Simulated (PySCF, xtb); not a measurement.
HO₃S, SMILES O=[S](=O)O, multiplicity 2. The values are those of a single conformer.

Harmonic wavenumbers (cm⁻¹) from GFN2-xTB run with xtb 6.7.1 at its own minimum, in rising order: 292, 364, 390, 470, 680, 835, 1054, 1177, 3573.

Question: What does B3LYP-D3(BJ)/def2-SVP (PySCF) give at its own minimum? (An estimate is asked for; the answer gives what the named calculation found.)

Answer: 263, 398, 405, 500, 733, 1061, 1085, 1248, 3737. Paired by order, the mean absolute difference is 73 cm⁻¹ and the zero-point energies are 12.6 and 13.5 kcal/mol.
